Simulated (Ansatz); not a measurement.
Reaction (cleavage of the Si–Si bond): `C#C[SiH]([SiH3])Cl` + CH₃OH → `C#C[SiH](Cl)OC` + SiH₄

Isolated molecules relaxed with PBE0-D4/def2-TZVP in Ansatz; ΔE leaves out vibrations. CBS: MP2 limit from def2 TZ/QZ plus the TZ coupled-cluster correction, frozen cores. This one scheme is used for every species. DFT in def2-TZVPP. B3LYP here is the variant with VWN-RPA as its local correlation; programs differ in this. Each species was taken in one conformer, which may not be the lowest.

```tsv
level	ΔE (kJ/mol)	difference from CCSD(T)/CBS
PBE0-D4	-96.7	16.4
B3LYP-D4	-113.4	-0.3
ωB97M-V	-118.5	-5.4
PBE	-90.1	23.0
r2SCAN	-109.7	3.4
PBE0	-96.0	17.1
B3LYP	-112.2	0.9
HF/def2-TZVPP	-131.7	-18.6
MP2/def2-TZVPP	-122.2	-9.1
SCS-MP2/def2-TZVPP	-124.4	-11.3
CCSD/def2-TZVPP	-117.4	-4.3
MP2/def2-QZVPP	-121.1	-8.0
SCS-MP2/def2-QZVPP	-123.2	-10.1
HF/CBS(def2)	-133.2	-20.1
MP2/CBS(def2)	-119.6	-6.5
CCSD/CBS(def2)	-114.8	-1.7
CCSD(T)/CBS	-113.1	0
```

Largest T1 diagnostic among the species: 0.012.

In def2-TZVPP, CCSD(T) changes the Hartree–Fock value by +15.9 kJ/mol (the triples alone add +1.7 kJ/mol) and MP2 by +9.5 kJ/mol. From PBE to PBE0 (25 % exact exchange), in def2-TZVPP and without D4, ΔE moves by −5.9 kJ/mol.
